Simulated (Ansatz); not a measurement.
Basis-set extrapolation for C3H6B2, SMILES `C#CBBC` (PBE0-D4/def2-TZVP geometry, frozen core, Ansatz 0.2.0). Multiplicity 1, RHF reference.

```json
{"": "HF", "def2-TZVPP": "-166.442707", "def2-QZVPP": "-166.450055"}
{"": "MP2 correlation", "def2-TZVPP": "-0.664421", "def2-QZVPP": "-0.706927"}
{"": "CCSD(T) correlation", "def2-TZVPP": "-0.742198", "def2-QZVPP": "not run"}
```

Energies in hartree. Use E(X) = E(∞) + A·exp(−7.88·√X) for Hartree–Fock and E(X) = E(∞) + B·X^(−2.97) for correlation, with X = 3 and 4, and add CCSD(T) minus MP2 of the smaller set to the MP2 limit.

What is the CCSD(T) energy at the basis-set limit?

HF limit: -166.450055 + (-0.007348) × 0.13774 = -166.45107. MP2 limit: -0.706927 + (-0.042506) × 0.74074 = -0.73841. Higher-order term: -0.742198 − (-0.664421) = -0.07778. Total: -167.26726 hartree, 2.24 eV below CCSD(T)/def2-TZVPP.
